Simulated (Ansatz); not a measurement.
`[NH2][GeH2][CH]=O`, relaxed with RKS PBE-D4/def2-SVP in the Gaussian-basis code of Ansatz from a rough embedded geometry. The force threshold is 0.03 eV/Å; the program also tests the step.

Charge 0, multiplicity 1.

Start:

```xyz
9

N    -0.955    0.300    1.227
Ge   -0.385   -0.032   -0.450
C     1.512    0.217   -0.492
O     2.159   -0.066   -1.558
H    -0.550   -0.389    1.909
H    -2.034    0.127    1.282
H    -0.735   -1.519   -0.842
H    -1.037    0.904   -1.440
H     2.026    0.458    0.364
```

Problem. By how much does the energy fall, and how many steps does the optimiser take? (Estimate.)

Solution. The calculation gave: 58.71 kJ/mol, in 10 steps.

Problem. Which bonds change most? (Best estimate.)

Solution. Ansatz gave: C3–H9 from 1.027 to 1.139 Å; Ge2–C3 from 1.913 to 2.021 Å; N1–H6 from 1.094 to 1.027 Å; C3–O4 from 1.278 to 1.213 Å.

Problem. Give the relaxed structure. (An estimate is asked.)

Solution. Computed: 
```xyz
9

N    -0.931    0.206    1.283
Ge   -0.412   -0.152   -0.466
C     1.579    0.182   -0.562
O     2.252   -0.149   -1.515
H    -0.757   -0.569    1.933
H    -1.926    0.450    1.361
H    -0.705   -1.588   -1.006
H    -1.138    0.893   -1.355
H     2.036    0.727    0.328
```
